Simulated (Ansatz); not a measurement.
Reactions of C2H5NSe (`C=NC[SeH]`).

Program: Ansatz. Geometries: PBE0-D4/def2-TZVP. ΔE: electronic, gas phase. CCSD(T)/CBS is the MP2 limit (def2-TZVPP, def2-QZVPP) plus CCSD(T) − MP2 in def2-TZVPP, frozen cores. This one scheme is used for every species, atoms too. DFT in def2-TZVPP. No spin–orbit coupling; open shells (•) take unrestricted orbitals. Spin–orbit coupling would lower the free atoms: a little for C; clearly for Se. def2 core potentials past Kr. For In, Se outer-core shells are correlated without core-valence functions, so the limit isn't a true one: a few kJ/mol of doubt a bond, and 10 to 20 or more in all where bonds break to atoms. Scalar relativity is left out up to krypton. Each species was taken in one conformer, which may not be the lowest.

```tsv
reaction	PBE0-D4 (kJ/mol)
`C=NC[SeH]` → 2 C• + 5 H• + N• + Se•	3241
`C=NC[SeH]` + `[F][AlH2]` → `[F][AlH][SeH]` + `C=NC`	-172
`C=NC[SeH]` + `O[SiH2][SiH2]S` → `O[SiH2][SiH2][SeH]` + `C=NCS`	-6
`C=NC[SeH]` + H₂Se → `[SeH][SeH]` + `C=NC`	-50
`C=NC[SeH]` + `F[SiH3]` → `F[SiH2][SeH]` + `C=NC`	-117
`C=NC[SeH]` + `[F][InH][Cl]` → `[F][In]([Cl])[SeH]` + `C=NC`	-148
`C=NC[SeH]` + CH₃SH → `CSC[SeH]` + `C=N`	-13
`C=NC[SeH]` + `C#CF` → `FC#C[SeH]` + `C=NC`	-4
`C=NC[SeH]` + `[SiH3]C=S` → `S=C[SiH2][SeH]` + `C=NC`	-113
`C=NC[SeH]` + `N[SiH3]` → `C=NCN[SiH3]` + H₂Se	13
```

Give the CCSD(T)/CBS values in the same order. (Best estimate.)

The calculation gave: 3223, -171, -5, -43, -113, -151, -16, 4, -110, 15 kJ/mol.

Largest T1 diagnostic: 0.015, for `[SiH3]C=S`.
